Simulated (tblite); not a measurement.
Compound: C₄H₈FNSi.
Cartesian coordinates in Å at the GFN2-xTB level; atoms count from 1:
```xyz
15
C4H8FNSi angstrom
N      3.1826   -1.1342   -0.0312
C      2.3151   -0.4005   -0.1617
C      1.1872    0.4795   -0.3262
C     -0.1327   -0.3049   -0.2520
Si    -1.6179    0.8077   -0.7431
C     -0.3189   -0.8777    1.1446
F     -0.5723    0.1344    2.0443
H      1.2817    0.9840   -1.2916
H      1.2119    1.2354    0.4637
H     -0.0689   -1.1571   -0.9359
H     -1.6670    1.9596    0.1508
H     -2.8284   -0.0069   -0.6530
H     -1.3748    1.2377   -2.1224
H      0.5774   -1.3966    1.5043
H     -1.1794   -1.5522    1.1875
```

All values are computed: GFN2-xTB (tblite) harmonic vibrations without scaling, gas phase. Against measured fundamentals such values can be off by several per cent, at times by over 20. Modes of hydrogen on silicon can be 10 to 20 % off. One conformer, not necessarily the lowest.

Harmonic wavenumbers (cm⁻¹): 60.1, 82.0, 123.5, 137.1, 182.8, 239.0, 315.9, 384.6, 482.3, 496.6, 555.8, 606.1, 733.5, 760.2, 775.7, 788.3, 892.3, 910.1, 973.9, 998.7, 1069.4, 1106.9, 1145.8, 1176.8, 1225.8, 1273.2, 1313.8, 1330.2, 1426.4, 1459.3, 2262.4, 2288.2, 2318.6, 2408.7, 2934.4, 2943.1, 2957.9, 2960.3, 2970.6.

A = 3213, B = 1350, C = 1062 MHz; mass 117.041 u (most abundant isotopes); point group C1, symmetry number 1.

What is the zero-point energy?

½Σν̃ = 23535 cm⁻¹ = 67.29 kcal/mol.

Entropy at 273.15 K, 1 bar (ideal gas, RRHO, classical rotation)?

Translation 39.78, rotation 28.38, vibration 22.63: S = 90.8 cal/(mol K).

And Cp and H(273.15 K) − H(0)?

Cp = 31.65 cal/(mol K), of which vibrations give 23.70 (their classical limit is 39 R = 77.5); H(273.15 K) − H(0) = 5.48 kcal/mol without the zero-point energy, 3.31 from vibrations.

What must be added to the electronic energy to get the Gibbs energy at 273.15 K and 1 bar?

ZPE + [H(273.15 K) − H(0)] − T·S = 67.29 + 5.48 − 24.80 = 47.97 kcal/mol.

How do the functions run with temperature in this model?

```tsv
T (K)	S (cal/(mol K))	Cp (cal/(mol K))	H − H(0) (kcal/mol)	G − H(0) (kcal/mol)	ln q(vib)
150	75.2	21.5	2.21	-9.06	2.51
250	88.1	29.7	4.77	-17.25	4.78
298.15	93.6	33.7	6.30	-21.62	5.85
400	104.7	41.5	10.14	-31.73	8.10
600	123.8	53.0	19.66	-54.63	12.38
900	147.6	64.0	37.35	-95.47	18.32
```

q(vib) and H(0) count from the zero-point level.

Which modes carry the vibrational entropy at 273.15 K?

60.1 cm⁻¹: 4.28; 82.0 cm⁻¹: 3.67; 123.5 cm⁻¹: 2.88; 137.1 cm⁻¹: 2.68; 182.8 cm⁻¹: 2.14; 239.0 cm⁻¹: 1.66 cal/(mol K); the other 33 give 5.34 together.

Blend soft modes into free rotors: weight 1/[1 + (100 cm⁻¹/ν̃)⁴] for the oscillator and the rest for a rotor with moment μB/(μ + B), μ = h/(8π²ν), B = 10⁻⁴⁴ kg m². What vibrational entropy results?

21.13 cal/(mol K) in place of 22.63, which changes −T·S at 273.15 K by +0.41 kcal/mol.

Hindered rotation and anharmonicity are outside this model. Other conformers, if any are populated, would add a mixing term that is left out. The structure is chiral; the term R ln 2 for an equal mix with its mirror image is left out.
